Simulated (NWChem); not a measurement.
System meant: Se anion, doublet

The following NWChem deck was run.

```
start job
memory heap 200 mb stack 900 mb global 1100 mb
charge -1
geometry units angstroms noautoz
  Se     0.000000     0.000000     0.000000
end
basis spherical
  * library def2-svp
end
dft
  odft
  mult 2
  xc xpbe96 cpbe96
  iterations 4
  mulliken
end
task dft energy
```

End of the output:

```
    Atom       Charge   Shell Charges
 -----------   ------   -------------------------------------------------------
    1 Se  34    35.00   2.00  2.00  1.97  1.16  0.88  5.99  5.80  2.07  3.13  7.82  2.04  0.14

     ------------------------------------------
      Spin Density - Lowdin Population Analysis
     ------------------------------------------

    Atom       Charge   Shell Charges
 -----------   ------   -------------------------------------------------------
    1 Se  34     1.00  -0.00 -0.00 -0.00 -0.00 -0.00  0.00  0.03  0.36  0.61 -0.01  0.00  0.00

   alpha - beta orbital overlaps
   -----------------------------

   alpha      1      2      3      4      5      6      7      8      9     10
    beta      1      2      3      4      5      6      7      8      9     10
 overlap   1.000  1.000  1.000  1.000  1.000  1.000  1.000  1.000  1.000  1.000

   alpha     11     12     13     14     15     16     17     18     19     20
    beta     11     12     13     14     15     18     16     17     19     25
 overlap   1.000  1.000  1.000  1.000  1.000  1.000  1.000  1.000  1.000  0.999

   alpha     21     22     23     24     25     26     27     28     29     30
    beta     20     21     24     22     23     26     27     28     29     30
 overlap   1.000  1.000  1.000  0.999  1.000  1.000  1.000  1.000  1.000  1.000

   alpha     31     32
    beta     32     31
 overlap   1.000  1.000

     --------------------------
     Expectation value of S2:
     --------------------------
      <S2> =      0.7510 (Exact =     0.7500)

 ------------------------------------------------------------------------
 dft energy failed                                                                                  0
 ------------------------------------------------------------------------
 ------------------------------------------------------------------------
  current input line :
    17: task dft energy
 ------------------------------------------------------------------------
 ------------------------------------------------------------------------
 This type of error is most commonly associated with calculations not reaching convergence criteria
 ------------------------------------------------------------------------
 For more information see the NWChem manual at https://nwchemgit.github.io

0:dft energy failed:Received an Error in Communication
```

**Question.** Can this run be used? If not, why, and what is the fix?

**Answer.** The run did not converge; its last values are not results. Cause: the SCF was allowed too few iterations. This input runs:
```
start job
memory heap 200 mb stack 900 mb global 1100 mb
charge -1
geometry units angstroms noautoz
  Se     0.000000     0.000000     0.000000
end
basis spherical
  Se library def2-svp
end
dft
  odft
  mult 2
  xc xpbe96 cpbe96
  iterations 150
  mulliken
end
task dft energy
```
It converges to -2400.87735 Ha (PBE/def2-SVP, spin-unrestricted).
